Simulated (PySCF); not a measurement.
Compound: CH9B2N2P.
Cartesian coordinates in Å at the GFN2-xTB level; atoms count from 1:
```
atom  x, y, z in Å
C1    -2.1567   -0.7001   -0.3285
B2    -0.6881   -0.0931   -0.2926
P3    -0.4739    1.7633   -0.7741
N4     0.3999   -0.9026    0.0461
B5     1.8299   -0.6880    0.0556
N6     2.4007    0.4172   -0.5509
H7    -2.8145   -0.1949    0.3791
H8    -2.1916   -1.7652   -0.1034
H9    -2.6063   -0.5578   -1.3116
H10   -1.7352    2.1782   -0.3787
H11    0.1152    2.1592    0.4165
H12    0.1495   -1.8349    0.3469
H13    2.5163   -1.4836    0.5783
H14    3.3881    0.6005   -0.5612
H15    1.8623    1.1100   -1.0490
```

The closed-shell SCF was solved with PySCF and density fitting under several settings on one GFN2-xTB geometry (grid level 2 and gas phase unless stated).

```
                                        settings  basis functions  SCF cycles     E (Eh)  HOMO (eV)  LUMO (eV)  dipole (D)
                                   PBE0/pcSseg-1              154          12  -543.7892      -7.00      -0.26        0.87
                                  PBE0/def2-SVPD              196          14  -543.5936      -7.01      -0.37        0.71
                              mPW1PW91/def2-SVPD              196          13  -543.9409      -7.03      -0.37        0.72
   OLYP/pcSseg-0, fitting basis def2-qzvpp-jkfit               76          11  -543.2639      -5.60      -0.80        1.07
wB97X-D/pcSseg-1, fitting basis def2-qzvpp-jkfit              154          11  -544.1066      -8.85       1.57        0.92
```

Estimate the row for these settings: PBE0/def2-TZVP.

```
      settings  basis functions  SCF cycles     E (Eh)  HOMO (eV)  LUMO (eV)  dipole (D)
PBE0/def2-TZVP              246          14  -543.9124      -7.00      -0.32        0.76
```

Over all rows, what range does the HOMO–LUMO gap span?

From 4.80 eV (OLYP/pcSseg-0, fitting basis def2-qzvpp-jkfit) to 10.42 eV (wB97X-D/pcSseg-1, fitting basis def2-qzvpp-jkfit). The functional of the narrowest has no exact exchange, that of the widest range-separated exact exchange.

And the dipole moment?

From 0.71 D (PBE0/def2-SVPD) to 1.07 D (OLYP/pcSseg-0, fitting basis def2-qzvpp-jkfit); the largest is 1.51 times the smallest, and the median is 0.81 D.

Compare two rows with the functional PBE0: PBE0/pcSseg-1 and PBE0/def2-SVPD. Which energy is lower, and by how much?

PBE0/pcSseg-1 (154 functions) lies 0.1956 Eh or 123 kcal/mol below PBE0/def2-SVPD (196 functions). The smaller set gives the lower energy; the two sets aren't nested, so the variational bound doesn't order them by size.

wB97X-D ran without the empirical dispersion term, which would shift the total energy alone. Cycle counts include a coarse-grid stage where the run had one.

One conformer stands for the species.
